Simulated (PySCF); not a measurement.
B(Br)(Me)(NH2) (CH₅BBrN), SMILES CB(N)Br.

Geometry: B3LYP-D3(BJ)/def2-SVP. The structure was generated by enumeration, and PubChem lists no compound with its InChIKey, so it may never have been made. One conformer was computed; it need not be the lowest.

Method: PySCF 2.14.0 with TDA-PBE/def2-SVPD.

Vertical excitations.  State labels are in the subgroup Cs.

Computed lowest excited states:
```
state  symmetry  energy (eV)  λ (nm)      f           main pairs
-----  --------  -----------  ------  -----  -------------------
S1           A"         5.99     207  0.000      HOMO→LUMO 100 %
S2           A'         6.12     203  0.038     HOMO→LUMO+1 98 %
S3           A"         6.17     201  0.002  HOMO−1→LUMO+1 100 %
S4           A'         6.59     188  0.118     HOMO−1→LUMO 82 %
S5           A"         7.14     174  0.004   HOMO−1→LUMO+2 96 %
S6           A'         7.20     172  0.013     HOMO→LUMO+2 94 %
S7           A"         7.34     169  0.024   HOMO−2→LUMO+1 92 %
S8           A'         7.43     167  0.007     HOMO→LUMO+3 95 %
S9           A"         7.43     167  0.005   HOMO−1→LUMO+3 88 %
S10          A'         7.50     165  0.036     HOMO→LUMO+4 95 %
T1           A'         5.68     218      0     HOMO−1→LUMO 96 %
T2           A"         5.86     211      0      HOMO→LUMO 100 %
T3           A'         6.04     205      0    HOMO→LUMO+1 100 %
T4           A"         6.05     205      0   HOMO−1→LUMO+1 99 %
```
Triplets are in the Tamm–Dancoff approximation.
